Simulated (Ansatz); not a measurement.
Species: N₂, charge 0, multiplicity 5. The spin state was set by rule; other spins were not relaxed. SMILES: N#N
Geometry: optimised at B3LYP-D3(BJ)/def2-TZVP (Ansatz, an electronic-structure program).

Property: atomisation energy (electronic, to ground-state atoms), in eV. Correlated levels leave the core frozen unless marked. UHF or UKS for open shells. No spin-orbit coupling. No relativistic terms. The coupled-cluster limit lacks core correlation, which all-electron functionals hold. Basis-set limits of correlation are two-point, X^-3; Hartree-Fock from the larger set (for Q and 5 zeta extrapolated as (X+1)exp(-9√X)).

| level | program | atomisation energy (eV) |
|---|---|---|
| PBE-D3(BJ)/def2-TZVPD | Ansatz + dftd3 | ___ |
| r2SCANh-D4/def2-TZVPD | Ansatz + dftd4 | ___ |
| HSE06-D4/def2-TZVPD | Ansatz + dftd4 | 0.86 |
| wB97X/def2-TZVPD | Ansatz | 0.61 |
| CCSD/def2-TZVPP | Ansatz | 0.08 |
| CCSD(T)/CBS(cc-pVQZ,cc-pV5Z) | Ansatz | ___ |

Problem. Complete the blanks.

Solution. 
- PBE-D3(BJ)/def2-TZVPD, atomisation energy (eV): 1.29
- r2SCANh-D4/def2-TZVPD, atomisation energy (eV): 0.63
- CCSD(T)/CBS(cc-pVQZ,cc-pV5Z), atomisation energy (eV): 0.44
